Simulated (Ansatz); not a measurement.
GaH₃S, SMILES `[SH][GaH2]`. Total charge 0; spin multiplicity 1.

```xyz
5

S    -0.478    0.609    1.397
Ga    0.477   -0.031   -0.478
H    -1.587   -0.127    1.222
H     1.881    0.588   -0.753
H    -0.293   -1.038   -1.388
```

Task: List the harmonic frequencies (cm⁻¹, unscaled) at PBE0-D4/def2-TZVP in Ansatz. (An estimate is asked.)

Result: Ansatz gave: 400, 410, 429, 595, 710, 737, 2000, 2015, 2719.

Task: Is this a minimum?

Result: Yes, all 9 modes are real.

Task: Give the ideal-gas thermochemistry at 298.15 K and 1 bar (rigid rotor, harmonic oscillator; point group Cs, symmetry number 1).

Result: Zero-point energy 59.9 kJ/mol; H(298) − E = 73.1 kJ/mol; entropy 277.9 J/(mol·K), of which translation 166.9, rotation 95.2, vibration 15.8; G(298) − E = -9.7 kJ/mol.

Task: Rotational constants (cm⁻¹)?

Result: 2.979, 0.1495, 0.1423.
